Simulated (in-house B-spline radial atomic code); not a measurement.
## Removing one electron from Bi LXX (Bi69+)

Closed shell [Ne] 3s2 (3p1/2)2. Computed with a B-spline radial code for spherical atoms: Koopmans values of Dirac-Hartree-Fock plus a diagonal self-energy, in second order or with its direct term screened (direct RPA, with the hole-particle interaction, or full time-dependent Hartree-Fock), linearised in energy; no-pair Dirac-Coulomb Hamiltonian, finite nucleus. Shifts add to the Koopmans value (the ΔSCF shift is orbital relaxation alone); the final value takes TDHF screening with Breit and QED.

The shells are closed in jj coupling only; the real ground state mixes other jj configurations.

Command:
```bash
python run_mb.py task.json out
```
Settings (nuclear radius in fm, box in bohr, cutoff in hartree; a minus after a letter marks j = l - 1/2):
```
basis_form          2
Z                   83
core_configuration  [Ne] 3s2 3p-2
rms_radius          5.5211
mass_number         209
speed_of_light      137.036
box_radius          2.034
lmax                7
intervals           55
virtual_cutoff      27556.0
```

Cost of the run: 4.9 s on 1 thread of Arm Neoverse V1 (shared host).

Energies in eV:

```json
{"subshell": "3p1/2", "Koopmans": "8799.31", "ΔSCF shift": "-0.653", "second order": "?", "direct RPA": "?", "hole-particle": "?", "TDHF": "?", "Breit + QED": "?", "final": "?"}
{"subshell": "3s1/2", "Koopmans": "9003.71", "ΔSCF shift": "-0.545", "second order": "0.745", "direct RPA": "0.918", "hole-particle": "0.558", "TDHF": "0.576", "Breit + QED": "-17.349", "final": "8986.94"}
```

(1) What does the self-energy do to 3p1/2?

Answers

(1) It shifts the removal energy by 1.568 eV in second order, 1.553 with direct RPA, 1.504 with the hole-particle term and 1.536 with TDHF screening (quasi-particle weight 0.998); Breit and QED add -16.874 eV. The final value is 8783.97 eV, against 8780 ± 50 eV (NIST, tabulated theory).
